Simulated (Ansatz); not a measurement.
Reaction (ligand exchange at the Si–O bond): `NB(Cl)O[SiH3]` + `CC(N)S` → `CC(S)N[SiH3]` + `NB(O)Cl`

Computed with Ansatz on PBE0-D4/def2-TZVP structures; ΔE is electronic, products minus reactants. CCSD(T)/CBS adds triple-zeta CCSD(T) − MP2 to the extrapolated MP2 energy (def2 sets, frozen cores). Functionals use def2-TZVPP. B3LYP here is the variant with VWN-RPA as its local correlation; programs differ in this. One conformer a species, not always the lowest.

```
   level  ΔE (eV)
B3LYP-D4     0.26
    PBE0     0.23
```

Question: What does CCSD(T)/CBS give? (An estimate is asked.)

Answer: Ansatz gave: +0.28 eV. The listed levels differ from it by -0.02, -0.05 eV.

Largest T1 diagnostic among the species: 0.011.

From PBE to PBE0 (25 % exact exchange), in def2-TZVPP and without D4, ΔE moves by +0.04 eV. In def2-TZVPP, CCSD(T) changes the Hartree–Fock value by −0.16 eV (the triples alone add −0.03 eV) and MP2 by −0.18 eV. The D4 term adds −0.04 eV with B3LYP and −0.02 eV with PBE0; it sums over pairs of atoms, weighted by their polarisabilities, and B3LYP, whose exchange is more repulsive, gets the larger term.
